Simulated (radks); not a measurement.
Results of a calculation; reference values are marked as such.
Task: Ir3+, 74 electrons, occupied as [Xe] 4f13 5d6 6p1 (not the ground configuration). Level of theory: Dirac Kohn-Sham, PBEsol, spin-unpolarised, spherical densities, finite nucleus; open shells fill j = l - 1/2 first; Fermi nuclear charge, rms radius 5.4032 fm (a radial shooting solver on a logarithmic mesh with Libxc functionals). Some entries of the table are withheld. Estimate them.

| orbital | occ. | eigenvalue (eV) | <1/r> (bohr^-1) | <r^2> (bohr^2) |
|---|---|---|---|---|
| 1s1/2 | 2 | -76004.15 | 92.11 | 0.0004199 |
| 2s1/2 | 2 | -13328.05 | 22.55 | 0.006365 |
| 2p1/2 | 2 | -12773.86 | 22.52 | 0.004519 |
| 2p3/2 | 4 | -11147.48 | 18.58 | 0.005712 |
| 3s1/2 | 2 | -3156.548 | 8.278 | 0.04143 |
| 3p1/2 | 2 | -2907.296 | 8.195 | (1) |
| 3p3/2 | 4 | -2551.270 | 7.173 | (2) |
| 3d3/2 | 4 | -2133.252 | 7.070 | 0.03415 |
| 3d5/2 | 6 | -2056.308 | 6.833 | 0.03592 |
| 4s1/2 | 2 | -711.4546 | 3.503 | 0.2017 |
| 4p1/2 | 2 | -606.1023 | 3.395 | 0.2064 |
| 4p3/2 | 4 | -521.2348 | 3.040 | 0.2397 |
| 4d3/2 | 4 | -348.0448 | 2.836 | 0.2550 |
| 4d5/2 | 6 | -332.2081 | 2.754 | 0.2670 |
| 5s1/2 | 2 | -138.5417 | 1.421 | 1.036 |
| 4f5/2 | 6 | -111.6054 | 2.370 | 0.3280 |
| 4f7/2 | 7 | -108.3718 | 2.338 | 0.3369 |
| 5p1/2 | 2 | -104.5313 | 1.301 | 1.213 |
| 5p3/2 | 4 | -89.9018 | 1.175 | 1.432 |
| 5d3/2 | 4 | -43.3016 | (3) | 2.393 |
| 5d5/2 | 2 | -41.6279 | (4) | 2.529 |
| 6p1/2 | 1 | -26.0921 | 0.4822 | 7.846 |
| 6p3/2 | 0 | -23.9850 | 0.4461 | 9.045 |

Result: 
(1) 3p1/2 <r^2> (bohr^2): 0.03785
(2) 3p3/2 <r^2> (bohr^2): 0.04434
(3) 5d3/2 <1/r> (bohr^-1): 0.9024
(4) 5d5/2 <1/r> (bohr^-1): 0.8750
